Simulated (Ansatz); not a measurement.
Stepwise reaction of `C[Si](C)(F)Cl` with water, as a gas-phase model of exchange steps in deposition or etching. ΔE in kJ/mol.

Isolated molecules relaxed with PBE0-D4/def2-TZVP in Ansatz; ΔE leaves out vibrations. CCSD(T)/CBS is the MP2 limit (def2-TZVPP, def2-QZVPP) plus CCSD(T) − MP2 in def2-TZVPP, frozen cores. This one scheme is used for every species. Functionals use def2-TZVPP. B3LYP here is the variant with VWN-RPA as its local correlation; programs differ in this. One conformer a species, not always the lowest.

| step | reaction | PBE-D4 | B3LYP-D4 | ωB97M-V | CCSD(T)/CBS |
| --- | --- | --- | --- | --- | --- |
| 2 | `C[Si](O)(F)Cl` + H₂O → `O[Si](O)(F)Cl` + CH₄ | -90.9 | -102.5 | -100.6 | -99.1 |

(1) Give the row of step 1, `C[Si](C)(F)Cl` + H₂O → `C[Si](O)(F)Cl` + CH₄. (An estimate is asked.)

(2) By hand: ΔE of the 2 steps together at CCSD(T)/CBS.

## Answers

(1) Computed: 
```
step                                       reaction  PBE-D4  B3LYP-D4  ωB97M-V  CCSD(T)/CBS
   1  `C[Si](C)(F)Cl` + H₂O → `C[Si](O)(F)Cl` + CH₄  -105.1    -116.0   -113.5       -110.3
```

(2) (-110.3) + (-99.1) = -209.4 kJ/mol, or -104.7 kJ/mol a step.

In ΔE each step is higher than the one before. All are downhill at CCSD(T)/CBS. PBE-D4 differs from CCSD(T)/CBS by 5.2 to 8.2 kJ/mol a step. Only this route is followed, and other bonds may react first. Isolated molecules leave out the surface, adducts and barriers. Largest T1 diagnostic: 0.011.
